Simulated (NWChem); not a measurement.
CH3FOSW; SMILES [CH3][W](=[O])([F])=[S]

```xyz
8

W      0.0342    -0.1540     0.0548
O     -0.4483    -0.5389     1.6309
S      0.1962     1.9644    -0.1070
F      1.5250    -1.0925    -0.5599
C     -1.6569    -0.6216    -1.0821
H     -2.5583    -0.1062    -0.7172
H     -1.8198    -1.7117    -1.0026
H     -1.4911    -0.3447    -2.1363
```
Atoms are numbered in this order, from 1.

Program: NWChem. The geometry was optimised at PBE0/def2-SVP. No frequency run checked for a minimum. def2 effective core potentials on W; no spin-orbit coupling.

Task: What does the run give for PBE/def2-SVP? Quantities: highest occupied level (eV); orbital gap (eV); dipole (D).

Result: 
- highest occupied level (eV) = -6.63
- orbital gap (eV) = 3.02
- dipole (D) = 2.62
